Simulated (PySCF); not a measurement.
C3H2N (SMILES C=[C-]C#N), charge -1, singlet, at a GFN2-xTB geometry (in this run its highest filled SCF level lies above zero, so its values depend strongly on the basis, on diffuse functions most of all); MP2/STO-3G (PySCF).

PySCF was given this input:
```python
from pyscf import gto, scf, mp

mol = gto.Mole()
mol.atom = '''
    C    -0.120595   -1.695859    0.008662
    C     0.478959   -0.514868    0.006682
    C    -0.036520    0.737111   -0.004464
    H    -1.215760   -1.893473    0.001174
    H     0.461673   -2.623511    0.018494
    N    -0.168140    1.908383   -0.012135
'''
mol.basis = 'sto-3g'
mol.charge = -1
mol.spin = 0
mol.verbose = 4
mol.build()

mf = scf.RHF(mol)
mf.kernel()

pt = mp.MP2(mf)
pt.kernel()
print('E(MP2) = %.10f' % pt.e_tot)
```

Task: Predict the main parts of the log of this PySCF run.

Result: 
```
PySCF version 2.14.0

[INPUT] verbose = 4
[INPUT] num. atoms = 6
[INPUT] num. electrons = 28
[INPUT] charge = -1
[INPUT] spin (= nelec alpha-beta = 2S) = 0
[INPUT] symmetry False subgroup None
[INPUT] Mole.unit = angstrom
[INPUT] Symbol           X                Y                Z      unit          X                Y                Z       unit  Magmom
[INPUT]  1 C     -0.120595000000  -1.695859000000   0.008662000000 AA   -0.227891521992  -3.204709055879   0.016368807691 Bohr   0.0
[INPUT]  2 C      0.478959000000  -0.514868000000   0.006682000000 AA    0.905101334896  -0.972959510303   0.012627149964 Bohr   0.0
[INPUT]  3 C     -0.036520000000   0.737111000000  -0.004464000000 AA   -0.069012798069   1.392937913404  -0.008435737420 Bohr   0.0
[INPUT]  4 H     -1.215760000000  -1.893473000000   0.001174000000 AA   -2.297453433201  -3.578145394259   0.002218538470 Bohr   0.0
[INPUT]  5 H      0.461673000000  -2.623511000000   0.018494000000 AA    0.872435529106  -4.957717274784   0.034948594948 Bohr   0.0
[INPUT]  6 N     -0.168140000000   1.908383000000  -0.012135000000 AA   -0.317738550584   3.606321210776  -0.022931826522 Bohr   0.0

nuclear repulsion = 82.9466777955877
number of shells = 14
number of NR pGTOs = 66
number of NR cGTOs = 22
basis = sto-3g
ecp = {}

******** <class 'pyscf.scf.hf.RHF'> ********
method = RHF
initial guess = minao
damping factor = 0
level_shift factor = 0
DIIS = <class 'pyscf.scf.diis.CDIIS'>
diis_start_cycle = 1
diis_space = 8
diis_damp = 0
SCF conv_tol = 1e-09
SCF conv_tol_grad = None
SCF max_cycles = 50
direct_scf = True
direct_scf_tol = 1e-13
Set gradient conv threshold to 3.16228e-05
Initial guess from minao.
init E= -167.727200561157
  HOMO = -0.10728079689982  LUMO = 0.0990468892296303  gap/eV = 5.61446
cycle= 1 E= -166.73456859138  delta_E= 0.993  |g|= 0.524  |ddm|= 3.68
  HOMO = 0.118637210343149  LUMO = 0.522419281964369  gap/eV = 10.98747
cycle= 2 E= -166.795248924472  delta_E= -0.0607  |g|= 0.432  |ddm|= 1.11
  HOMO = 0.0925168948072816  LUMO = 0.53002272715204  gap/eV = 11.90514
cycle= 3 E= -166.845324916324  delta_E= -0.0501  |g|= 0.073  |ddm|= 0.498
  HOMO = 0.0599852168105981  LUMO = 0.524455147156034  gap/eV = 12.63887
cycle= 4 E= -166.84789820271  delta_E= -0.00257  |g|= 0.0328  |ddm|= 0.154
  HOMO = 0.061473442559564  LUMO = 0.524488195602498  gap/eV = 12.59927
cycle= 5 E= -166.848564656285  delta_E= -0.000666  |g|= 0.0131  |ddm|= 0.0676
  HOMO = 0.0594850704664132  LUMO = 0.525176183006328  gap/eV = 12.67210
cycle= 6 E= -166.848737679524  delta_E= -0.000173  |g|= 0.00445  |ddm|= 0.0433
  HOMO = 0.0581403722660736  LUMO = 0.525251248091432  gap/eV = 12.71073
cycle= 7 E= -166.848767757936  delta_E= -3.01e-05  |g|= 0.0017  |ddm|= 0.0175
  HOMO = 0.0579334344907889  LUMO = 0.525296177367007  gap/eV = 12.71759
cycle= 8 E= -166.848773316836  delta_E= -5.56e-06  |g|= 0.000597  |ddm|= 0.00906
  HOMO = 0.0579512058005578  LUMO = 0.525376069376099  gap/eV = 12.71928
cycle= 9 E= -166.848773737514  delta_E= -4.21e-07  |g|= 9.79e-05  |ddm|= 0.00272
  HOMO = 0.0579570146069917  LUMO = 0.525414444527014  gap/eV = 12.72016
cycle= 10 E= -166.848773744755  delta_E= -7.24e-09  |g|= 2.41e-05  |ddm|= 0.000298
  HOMO = 0.0579551019468072  LUMO = 0.525413455032873  gap/eV = 12.72019
cycle= 11 E= -166.848773745111  delta_E= -3.56e-10  |g|= 7.11e-06  |ddm|= 6.15e-05
  HOMO = 0.0579550834121076  LUMO = 0.525413215778776  gap/eV = 12.72018
Extra cycle  E= -166.84877374513  delta_E= -1.92e-11  |g|= 3.96e-06  |ddm|= 1.36e-05
converged SCF energy = -166.84877374513

******** <class 'pyscf.mp.mp2.RMP2'> ********
nocc = 14, nmo = 22
E(RMP2) = -167.102817906629  E_corr = -0.254044161499305
E(SCS-RMP2) = -167.103922855075  E_corr = -0.25514910994475
E_corr(same-spin) = -0.0573506352166336
E_corr(oppo-spin) = -0.196693526282671
E(MP2) = -167.1028179066
```
